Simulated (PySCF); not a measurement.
**Computed properties of Mo(OH)(H)5 (H6MoO), SMILES [MoH5][OH], multiplicity 1**

Mo(OH)(H)5 (H6MoO), SMILES [OH][MoH5], multiplicity 1. Geometry: B3LYP-D3(BJ)/def2-TZVP. The spin state was assumed, not searched. The def2 effective core potentials stand for the cores of Mo; spin–orbit coupling is left out. Other conformers were not sampled. All values are computed for the isolated molecule unless a solvent is named; none is compared with measurement here.

**Structure.** The optimised structure has Cs symmetry. All 18 harmonic modes at B3LYP-D3(BJ)/def2-TZVP (PySCF) are real, so it is a minimum.

**Vibrations.** The strongest infrared lines (harmonic, unscaled, degenerate partners summed) lie at 3832 cm⁻¹ (164 km/mol, H 94 %), 1090 cm⁻¹ (138 km/mol, H 99 %), 867 cm⁻¹ (111 km/mol, H 100 %). The softest mode is at 384 cm⁻¹ and the zero-point energy is 32.3 kcal/mol.

**Electronic structure.** ωB97X/def2-TZVPD (PySCF) places the frontier levels at -10.42 and -0.47 eV, a gap of 9.95 eV, and gives a dipole moment of 1.30 D and a mean polarisability of 55.0 bohr³. PBE/def2-TZVPD (PySCF) at the same geometry gives -6.67 and -3.40 eV, so its gap is 6.68 eV narrower. An orbital gap is neither the optical nor the fundamental gap.

**Excitations.** TDA-ωB97X/def2-SVPD (PySCF) has S1 at 3.58 eV (346 nm, f = 0.015, weak); the most intense of the 10 singlets computed lies at 4.44 eV (f = 0.05). T1 (TDA) is at 2.92 eV, 0.66 eV under S1. TDA-PBE/def2-SVPD (PySCF) puts S1 at 3.60 eV. No vertical singlet excitation falls in the visible range (under 3.1 eV).
